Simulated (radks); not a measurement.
Valence configurations of Eu+ (all share [Xe]). Method: scalar-relativistic Kohn-Sham, r2SCAN, spin-polarised, spherical densities, finite nucleus; open shells are filled with parallel spins first (spin-orbit coupling, left out, can overturn this in heavy ions); meta-GGA in the generalised Kohn-Sham scheme; Fermi nuclear charge, rms radius 5.1115 fm; computed with a radial shooting solver on a logarithmic mesh with Libxc functionals. Energies are relative to 4f7 6s1; eigenvalues in eV for spin up.

valence	E (eV)	moment (Bohr magnetons)	e(4f)	e(5d)	e(6p)	e(6s)
4f7 6s1	0.000	8	-10.494	-	-	-9.035
4f6.5 6s1.5	2.426	7	-14.661	-	-	-9.735
4f7 6p1	3.281	8	-11.748	-	-6.257	-
4f6 5d1 6s1	5.289	8	-16.492	-9.002	-	-9.852
4f8	5.968	6	-7.337	-	-	-
4f6 6s1.5 6p0.5	7.753	7	-19.637	-	-7.021	-10.978
4f6 6s1 6p1	8.644	8	-20.033	-	-7.450	-11.459
4f6 5d1 6p1	8.990	8	-17.723	-9.843	-6.634	-
4f5 5d2 6s1	15.280	8	-23.080	-10.590	-	-10.460
4f5 5d1 6s2	17.656	6	-25.949	-12.030	-	-10.990

NIST lists [Xe] 4f7 6s1 as the ground configuration; this level of theory agrees among the configurations tried. The energies are those of spherical high-spin densities, not of single terms.
